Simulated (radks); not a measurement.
All-electron atom: Li+ in 1s1 5f1 (not the ground configuration). Calculated with a radial shooting solver on a logarithmic mesh with Libxc functionals: non-relativistic Kohn-Sham, PBE, spin-polarised, spherical densities, point nucleus; open shells are filled with parallel spins first.

Unscreened Slater integrals over Kohn-Sham orbitals (hartree). They are taken over the spin-up orbitals.

integral        value
F0(5f,5f)    0.059593
F2(5f,5f)    0.031594
F4(5f,5f)    0.022234
F6(5f,5f)    0.017276
F0(5f,1s)    0.082737
G3(5f,1s)  2.5804e-06
F0(1s,1s)      1.8627

Derived for the open shells (J is the average intra-shell exchange parameter used in DFT+U). 5f: F4/F2 = 0.704, F6/F2 = 0.547, J = (286 F2 + 195 F4 + 250 F6)/6435 = 0.002749 hartree.
